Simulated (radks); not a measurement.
Task: Ho+, 66 electrons, occupied as [Xe] 4f12 (not the ground configuration). Method: scalar-relativistic Kohn-Sham, PBE, spin-unpolarised, spherical densities, finite nucleus; Fermi nuclear charge, rms radius 5.2022 fm; computed with a radial shooting solver on a logarithmic mesh with Libxc functionals. Some entries of the table are withheld. Estimate them.

orbital  occ.  eigenvalue (eV)  <1/r> (bohr^-1)  r(max) (bohr)
1s          2        -55488.01            76.04        0.01312
2s          2        -9281.576            17.69        0.07462
2p          6        -8223.617            16.38        0.06061
3s          2        -2072.528            6.516         0.2112
3p          6        -1749.124            6.098         0.2077
3d         10        -1338.611            5.782         0.1696
4s          2        -409.0668            2.748         0.4838
4p          6              (1)              (2)         0.5056
4d         10        -158.9882            2.218         0.5232
5s          2         -52.1293              (3)          1.142
5p          6         -28.2616           0.8383            (4)
4f         12          -3.7026            1.529         0.5265

Result: 
(1) 4p eigenvalue (eV): -302.7025
(2) 4p <1/r> (bohr^-1): 2.516
(3) 5s <1/r> (bohr^-1): 1.024
(4) 5p r(max) (bohr): 1.316
